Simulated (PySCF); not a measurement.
Species: C₆H₈S.
Geometry (PBE0-D3(BJ)/def2-SVP, Å), atoms numbered from 1 in this order:
```
atom  x, y, z in Å
C1    -3.2360    0.3966    0.3470
C2    -1.9928    0.0572   -0.0054
S3    -1.4803   -1.5878   -0.3235
C4    -0.0245   -1.2763   -1.3881
C5     1.0151   -0.4802   -0.7626
C6     1.8653    0.2070   -0.2377
C7     2.8940    1.0183    0.3912
H8    -4.0477   -0.3344    0.3995
H9    -3.4682    1.4312    0.6101
H10   -1.1893    0.8027   -0.0484
H11   -0.3614   -0.8149   -2.3302
H12    0.3478   -2.2832   -1.6361
H13    2.4757    1.6205    1.2129
H14    3.3526    1.7105   -0.3322
H15    3.6945    0.3895    0.8110
```

Computed with PySCF at B3LYP/def2-SVPD, non-relativistic, on one gas-phase PBE0-D3(BJ)/def2-SVP geometry that isn't relaxed in the solvent. The solvent is an IEF-PCM continuum (Bondi radii, 1.10 Å for H, scaled by 1.2). Only the electrostatic response of the medium enters.

Gas phase at B3LYP/def2-SVPD: HOMO -6.05 eV, LUMO -0.33 eV, dipole 1.91 D.

Question: What does the continuum do to the energy, the frontier levels and the dipole at B3LYP/def2-SVPD in chloroform and dichloromethane?

Answer: 
```
        solvent      ε  E(solvent) − E(gas) (kJ/mol)  polarisation term (kJ/mol)  distortion of the solute (kJ/mol)  HOMO (eV)  LUMO (eV)  dipole (D)
     chloroform  4.711                        -13.67                      -15.04                               1.37      -6.15      -0.37        2.31
dichloromethane   8.93                        -16.47                      -18.48                               2.01      -6.18      -0.39        2.39
```

Polarisation term: ½ Σ q·V over the induced surface charges. Distortion: the rise of the solute's own energy as its density leaves the gas-phase optimum. From chloroform to dichloromethane the lowering changes by a factor 1.20, Onsager's factor (ε − 1)/(2ε + 1) by 1.18 and ε itself by 1.9.

Question: Which radius a makes the point-dipole formula ΔE = −[(ε − 1)/(2ε + 1)]·μ²/a³ give the value in dichloromethane, with the gas-phase dipole?

Answer: μ = 0.752 au and |ΔE| = 0.00627 Eh give a = 1.78 Å; the farthest nucleus lies 4.10 Å from the centroid of the nuclei, so such a sphere wouldn't even hold the nuclei. The formula assumes a rigid point dipole at the centre of a sphere.

Question: Give the dipole vector in the frame of the coordinates (D, pointing from negative to positive charge), gas and dichloromethane.

Answer: Gas (1.47, 1.16, -0.38), solvent (1.75, 1.53, -0.56). Its length changes by +25 % and its direction by 4°.

Question: How does the static polarisability (B3LYP/def2-SVPD, frozen core, with the continuum's full static response) change?

Answer: 
| medium | isotropic (au) | principal values (au) | ⟨r²⟩ of the electrons (bohr²) |
| --- | --- | --- | --- |
| gas | 98.7 | 68.7, 98.0, 129.4 | 1332.9 |
| chloroform | 123.0 | 86.9, 125.0, 157.1 | 1331.6 |
| dichloromethane | 128.7 | 92.1, 131.3, 162.7 | 1331.4 |

The isotropic value in dichloromethane is 1.30 times the gas-phase one; no cavity-field correction is applied. ⟨r²⟩ is taken about the centre of nuclear charge.

Rough CPU time on one thread of a shared machine: about 60 s. This is the whole response run at B3LYP/def2-SVPD in dichloromethane, SCF included.
